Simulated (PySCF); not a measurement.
Frontier orbitals and the lowest excitations

Compound: C8H11P.
Atom-mapped SMILES: `[CH3:1][c:2]1[cH:3][cH:4][p:5][c:6]([CH3:7])[c:8]1[CH3:9]` (hydrogens: H10, H11, H12 on C1; H13 on C3; H14 on C4; H15, H16, H17 on C7; H18, H19, H20 on C9)

Geometry (PBE0-D3(BJ)/def2-SVP, Å), atoms numbered from 1 in this order:
```
atom  x, y, z in Å
C1    -1.6987   -1.8263   -0.2212
C2    -1.1133   -0.4431   -0.1846
C3    -1.9799    0.6453   -0.3335
C4    -1.5829    1.9745   -0.3333
P5     0.0514    2.5102   -0.1602
C6     0.8953    0.9875    0.0046
C7     2.3898    1.1144    0.1652
C8     0.2813   -0.2773   -0.0124
C9     1.1191   -1.5215    0.1285
H10   -1.2453   -2.4404   -1.0162
H11   -1.5323   -2.3665    0.7257
H12   -2.7819   -1.7916   -0.3990
H13   -3.0450    0.4215   -0.4605
H14   -2.3527    2.7440   -0.4568
H15    2.7394    0.6807    1.1167
H16    2.9323    0.6030   -0.6470
H17    2.6967    2.1706    0.1537
H18    2.1373   -1.3082    0.4712
H19    0.6712   -2.2315    0.8394
H20    1.2004   -2.0516   -0.8362
```

Computed, not measured: TDDFT B3LYP/def2-SVPD, vertical, gas phase, core orbitals frozen in the response (PySCF 2.14.0, density-fitted response routines).

Frontier orbitals with the atoms that hold most of them (Löwdin shares over 4%, at most four atoms; ? is withheld):

```
orbital  ε (eV)                           atoms
 HOMO-3   -8.67  C4 16%, P5 15%, C6 14%, C7 11%
 HOMO-2   -7.22   P5 62%, C6 12%, C4 11%, C3 4%
 HOMO-1   -6.93                               ?
   HOMO   -6.39  P5 29%, C2 18%, C6 13%, C4 12%
   LUMO   -1.32                               ?
 LUMO+1   -0.76  C6 18%, C3 18%, C8 16%, C4 16%
 LUMO+2    0.27   C9 15%, C1 13%, C7 7%, H20 7%
```

Which atoms hold the HOMO-1, and with what shares?

C8 (bonded to 3 C) 21%; C6 (bonded to 2 C and P) 19%; C4 (bonded to C, P and H) 18%; C3 (bonded to 2 C and H) 14%.

Which atoms hold the LUMO, and with what shares?

P5 (bonded to 2 C) 33%; C2 (bonded to 3 C) 17%; C4 (bonded to C, P and H) 16%; C6 (bonded to 2 C and P) 13%. By element: carbon 46% or more, phosphorus 33%.

How does S1 compare with the orbital gap of 5.07 eV?

S1 is at 4.53 eV (f = 0.0030), 0.54 eV below the gap, made of HOMO-1→LUMO (48%), HOMO→LUMO+1 (47%). Its leading pair isn't HOMO and LUMO; the energies of that pair differ by 5.61 eV. 

One configuration dominates each of S2, S3, S4 and S8. Which, and how do the shares of the two leading atoms of either orbital change from the occupied to the empty one?

- S2 (4.91 eV, f 0.120), HOMO→LUMO (82%): P5 29% → 33%, C2 18% → 17%
- S3 (4.96 eV, f 0.015), HOMO-2→LUMO (98%): P5 62% → 33%, C6 12% → 13%, C2 at most 5% → 17%
- S4 (5.30 eV, f 0.0003), HOMO-2→LUMO+1 (99%): P5 62% → at most 16%, C6 12% → 18%, C3 4% → 18%
- S8 (6.12 eV, f 0.460), HOMO-1→LUMO+1 (79%): C8 21% → 16%, C6 19% → 18%, C3 14% → 18%

Löwdin shares depend on the basis, the more so with diffuse functions.
